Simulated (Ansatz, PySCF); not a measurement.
C₂H₈O₂SSi, singlet, at a GFN2-xTB geometry, atoms displaced at random by about 0.08 Å a coordinate. Base run: B3LYP/STO-3G, gradient in PySCF.

Input for PySCF:
```python
from pyscf import gto, scf, dft

mol = gto.M(
    atom='''
C     1.422442    1.800638    0.669075
S     1.391064   -0.050228    0.189725
Si   -0.736680   -0.437779   -0.177124
C    -1.668189    0.102626    1.130354
O    -0.528779   -1.844466   -0.772088
O    -0.960327    0.581244   -1.523573
H     0.816150    2.074072    1.506795
H     2.567758    2.174284    0.812017
H     0.865203    2.194939   -0.125115
H    -2.619585   -0.433990    1.073919
H    -1.873057    1.353397    1.284574
H    -1.259746   -0.416848    2.120052
H    -0.295753   -2.613615   -0.324368
H    -0.719500    0.176226   -2.371964
''',
    basis='sto-3g',
    charge=0,
    spin=0,
    verbose=4,
)

mf = dft.RKS(mol)
mf.xc = 'b3lyp'
mf.kernel()
g = mf.nuc_grad_method()
grad = g.kernel()
```

Programs used: Ansatz (a quantum-chemistry and plane-wave program), PySCF; a row that names a program was run with it.

The coordinate followed is x of atom 4.

Variants of this job, named by their change:

```csv
change,dE/dx (Eh/bohr),net force (Eh/bohr)
base,0.069082,0.000082
density fitting = on; auxbasis_response = off,0.068612,0.006463
finite difference step (bohr) = 0.2; conv_tol = 1e-11,[?],-
conv_tol = 1e-11,0.069082,0.000082
conv_tol = 1e-4,0.069040,0.000082
grids.level = 0; grid_response = off,0.068201,0.011402
finite difference step (bohr) = 1e-3; conv_tol = 1e-11,0.069101,-
finite difference step (bohr) = 0.05; conv_tol = 1e-11,0.068767,-
grid_response = on,0.069101,0.000000
finite difference step (bohr) = 1e-5; conv_tol = 1e-11,0.069101,-
grids.level = 0; grid_response = on,0.067793,0.000000
code = ansatz,0.069087,0.000000
```

Question: What belongs in the gaps?

Answer: 
- finite difference step (bohr) = 0.2; conv_tol = 1e-11, dE/dx (Eh/bohr): 0.063750

The net force is zero for an exact gradient.
